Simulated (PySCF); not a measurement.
methyltin triiodide (CH₃I₃Sn), SMILES [CH3][Sn]([I])([I])[I].

The structure is a stationary point at B3LYP-D3(BJ)/def2-SVP. The def2 effective core potentials stand for the cores of I, Sn; spin–orbit coupling is left out.

Method: HF/def2-TZVP in PySCF.

Computed frontier levels, gap, dipole moment and polarisability:
The highest occupied level is -10.13 eV. The lowest empty level is 0.18 eV. The orbital gap is 10.32 eV, the dipole moment comes out as 2.54 D and the quadrupole, principal values (traceless, Buckingham form, about the centre of nuclear charge) is -3.53, -3.53, 7.06 D·Å. The mean static polarisability comes out as 149.8 bohr³ (22.19 Å³). The polarisability, principal values comes out as 128.6, 160.4, 160.4 bohr³.
